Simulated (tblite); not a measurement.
Species: C4H2Cl2FS (doublet state).
Geometry (GFN2-xTB, Å), atoms numbered from 1 in this order:
```
atom  x, y, z in Å
F1    -0.0697   -0.7710   -1.5196
C2    -0.3405   -0.2989   -0.2840
Cl3   -0.7438   -1.9819    0.7088
C4    -1.5638    0.4491   -0.2703
Cl5   -2.0261    1.3485    1.0644
C6     0.8346    0.2848    0.3890
C7     2.0702    0.0287    0.0512
S8     3.5334   -0.2296   -0.3763
H9    -2.3047    0.2674   -1.0306
H10    0.6193    0.9074    1.2448
```

All values are computed: GFN2-xTB (tblite) harmonic vibrations without scaling, gas phase. Against measured fundamentals such values can be off by several per cent, at times by over 20. One conformer, not necessarily the lowest. Open shells enter through the occupations alone, without spin polarisation, and single modes of such species can be off by tens of per cent.

Harmonic wavenumbers (cm⁻¹): 41.5, 68.9, 85.0, 157.3, 187.5, 230.3, 271.8, 324.5, 346.2, 384.2, 420.6, 529.3, 550.1, 630.9, 779.4, 886.3, 953.3, 1106.2, 1150.0, 1233.6, 1294.8, 1866.5, 3058.4, 3101.3.

A = 1783, B = 654.0, C = 564.9 MHz; mass 170.924 u (most abundant isotopes); point group C1, symmetry number 1; spin multiplicity 2.

Question: Zero-point energy?

Answer: Half the sum of the wavenumbers: 9829 cm⁻¹ = 28.10 kcal/mol.

Question: Give the ideal-gas entropy at 400 K and 1 bar in the rigid-rotor, harmonic-oscillator model (classical rotation).

Answer: Translation 42.80, rotation 31.44, vibration 36.06, spin (R ln 2) 1.38: S = 111.7 cal/(mol K).

Question: And Cp and H(400 K) − H(0)?

Answer: Cp = 37.53 cal/(mol K), of which vibrations give 29.58 (their classical limit is 24 R = 47.7); H(400 K) − H(0) = 10.22 kcal/mol without the zero-point energy, 7.04 from vibrations.

Question: Which modes carry the vibrational entropy at 400 K?

Answer: 41.5 cm⁻¹: 5.77; 68.9 cm⁻¹: 4.76; 85.0 cm⁻¹: 4.35; 157.3 cm⁻¹: 3.15; 187.5 cm⁻¹: 2.81; 230.3 cm⁻¹: 2.42 cal/(mol K); the other 18 give 12.80 together.

Question: How do the functions run with temperature in this model?

Answer: 
```json
{"T (K)": "150", "S (cal/(mol K))": "82.0", "Cp (cal/(mol K))": "23.4", "H − H(0) (kcal/mol)": "2.37", "G − H(0) (kcal/mol)": "-9.93", "ln q(vib)": "3.19"}
{"T (K)": "250", "S (cal/(mol K))": "95.7", "Cp (cal/(mol K))": "30.4", "H − H(0) (kcal/mol)": "5.08", "G − H(0) (kcal/mol)": "-18.85", "ln q(vib)": "5.76"}
{"T (K)": "298.15", "S (cal/(mol K))": "101.3", "Cp (cal/(mol K))": "33.1", "H − H(0) (kcal/mol)": "6.61", "G − H(0) (kcal/mol)": "-23.59", "ln q(vib)": "6.94"}
{"T (K)": "600", "S (cal/(mol K))": "128.1", "Cp (cal/(mol K))": "43.2", "H − H(0) (kcal/mol)": "18.34", "G − H(0) (kcal/mol)": "-58.50", "ln q(vib)": "13.39"}
{"T (K)": "900", "S (cal/(mol K))": "146.6", "Cp (cal/(mol K))": "47.8", "H − H(0) (kcal/mol)": "32.06", "G − H(0) (kcal/mol)": "-99.84", "ln q(vib)": "18.52"}
```

q(vib) and H(0) count from the zero-point level.

Hindered rotation and anharmonicity are outside this model. Other conformers, if any are populated, would add a mixing term that is left out. The structure is chiral; the term R ln 2 for an equal mix with its mirror image is left out.
